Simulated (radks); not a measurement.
Problem. Radial electron density D(r) = 4 pi r^2 rho(r) of an atom or ion with 20 electrons. Method: scalar-relativistic Kohn-Sham, PBEsol, spin-polarised, spherical densities, finite nucleus; Fermi nuclear charge, rms radius of each element as measured or else 0.836 A^(1/3) + 0.57 fm; computed with a radial shooting solver on a logarithmic mesh with Libxc functionals.

r (bohr)  D(r) (e/bohr)  spin D(r)
0.005138          1.749  -0.000112
0.005839          2.187  -0.000140
0.006637          2.723  -0.000174
0.007543          3.376  -0.000216
0.008573          4.164  -0.000266
0.009744          5.106  -0.000326
0.01107           6.219  -0.000397
0.01259           7.518  -0.000481
0.01431           9.010  -0.000577
0.01626           10.69  -0.000686
0.01848           12.55  -0.000809
0.021             14.55  -0.000943
0.02387           16.64   -0.00109
0.02713           18.72   -0.00124
0.03083           20.69   -0.00140
0.03505           22.42   -0.00157
0.03983           23.77   -0.00175
0.04527           24.59   -0.00196
0.05145           24.81   -0.00222
0.05848           24.37   -0.00256
0.06646           23.34   -0.00303
0.07554           21.91   -0.00369
0.08585           20.35   -0.00456
0.09758           19.03   -0.00563
0.1109            18.32   -0.00679
0.126             18.49   -0.00772
0.1444            19.72   -0.00776
0.1641            21.65   -0.00586
0.1865            23.82  -0.000544
0.212             25.59     0.0101
0.241             26.25     0.0284
0.2739            25.35     0.0566
0.3113            22.79     0.0970
0.3538            18.97      0.151
0.4021            14.67      0.219
0.457             10.82      0.301
0.5194            8.174      0.397
0.5903            7.057      0.503
0.6709            7.248      0.614
0.7625            8.111      0.722
0.8667            8.897      0.816
0.985             9.047      0.885
1.119             8.366      0.923
1.272             7.015      0.923
1.446             5.353      0.886
1.644             3.744      0.815
1.868             2.431      0.718
2.123             1.493      0.604
2.413            0.8927      0.484
2.743            0.5346      0.371
3.117            0.3255      0.269
3.543            0.1996      0.183
4.026            0.1198      0.116
4.576           0.06802     0.0673
5.201           0.03553     0.0354
5.911           0.01664     0.0166
6.719          0.006798    0.00680
7.636          0.002356    0.00236

What is the nuclear charge?

Solution. Z = 21. The innermost maximum, from 1s, lies near gamma/Z bohr with gamma = sqrt(1 - (Z/c)^2) = 0.988, here 0.0471 bohr (found: 0.0502), and its height grows with Z. The density is that of the scandium ion Sc+ in [Ar] 3d2; the configuration itself is not fixed sharply by these data, and Z only to about a unit. D(r) has 3 maxima, at r = 0.0502, 0.239, 0.946 bohr, and minima at 0.115, 0.614 bohr, inside which lie 2.14, 10.42 electrons.
